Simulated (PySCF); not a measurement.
Predicted microwave data (PySCF, PBE0-D3(BJ)/def2-SVP geometry optimisation, gas phase) for one isomer of C7H12Ge:

| Item | Value |
| --- | --- |
| Rotational constants | A = 2023, B = 1128, C = 1117 MHz |
| Dipole components | \|μa\| = 0.88 D, \|μb\| = 0.00 D, \|μc\| = 0.13 D |
| Inertial defect | -245.55 u·Å² |
| κ | -0.98 |

Question: Which candidate fits, each taken in the one conformer that was computed?
A. `[CH:1]1=[CH:2][CH2:3][GeH:4]([CH:5]2[CH2:6][CH2:7]2)[CH2:8]1` with C3–Ge4–C5–C6 -94°
B. `[CH3:1][CH2:2][CH2:3][C:4]1=[CH:5][GeH2:6][CH:7]=[CH:8]1` with C1–C2–C3–C4 -179°, C2–C3–C4–C5 -106°
C. `[CH:1]#[C:2][GeH:3]1[CH2:4][CH2:5][CH2:6][CH2:7][CH2:8]1` with C2–Ge3–C4–C5 -71°, Ge3–C4–C5–C6 -55°, C4–C5–C6–C7 67°, C5–C6–C7–C8 -67°

Answer: C. It is C#[C][GeH]1[CH2]CCC[CH2]1, a near-prolate asymmetric top, point group Cs. The candidates at the same level (rigid rotor, commonest isotopes):

| SMILES | A (MHz) | B (MHz) | C (MHz) | μa (D) | μb (D) | μc (D) | Δ (u·Å²) | point group | rotor |
| --- | --- | --- | --- | --- | --- | --- | --- | --- | --- |
| CCCC1=[CH][GeH2][CH]=C1 | 4412 | 592.3 | 551.4 | 0.87 | 0.18 | 0.01 | -51.27 | C1 | near-prolate asymmetric top |
| C#[C][GeH]1[CH2]CCC[CH2]1 | 2023 | 1128 | 1117 | 0.88 | 0.00 | 0.13 | -245.55 | Cs | near-prolate asymmetric top |
| C1=C[CH2][GeH]([CH]2CC2)[CH2]1 | 3659 | 966.6 | 861.9 | 0.44 | 0.00 | 0.46 | -74.61 | near Cs | near-prolate asymmetric top |

`CCCC1=[CH][GeH2][CH]=C1` has A 118 % too high; `C1=C[CH2][GeH]([CH]2CC2)[CH2]1` has A 81 % too high. In the right answer the mirror of this Cs structure is the ac plane, so μb vanishes by symmetry. No structure here is proved a minimum.
